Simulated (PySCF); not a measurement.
```xyz
5
charge 0 multiplicity 1, angstrom
Si    0.0000    0.0000    0.0000
F     0.9158    0.9158    0.9158
F     0.9158   -0.9158   -0.9158
F    -0.9158   -0.9158    0.9158
F    -0.9158    0.9158   -0.9158
```

All numbers come from PBE0 in PySCF with Si def2-SVP, F def2-SVP; no relativity; density-fitted integrals.

This geometry of SiF₄ is a stationary point at this level.

Question: What is the point group?

Answer: Td.

Question: Is it a minimum?

Answer: Yes: all harmonic wavenumbers are real.

Question: List the harmonic modes with their infrared intensities.

Answer: 
```tsv
symmetry	ω (cm⁻¹)	IR (km/mol, summed over degenerate members)
e	257	0.0
t2	381	155
a1	787	0.0
t2	1045	662
```

Question: Give the ideal-gas entropy at 298.15 K and 1 bar by parts.

Answer: translation 166.8, rotation 88.3, vibration 29.0, spin 0.0; total 284.1 J/(mol K).

In Td the vibrations span e + 2t2 + a1. The a1, e modes carry no infrared intensity, as symmetry demands.
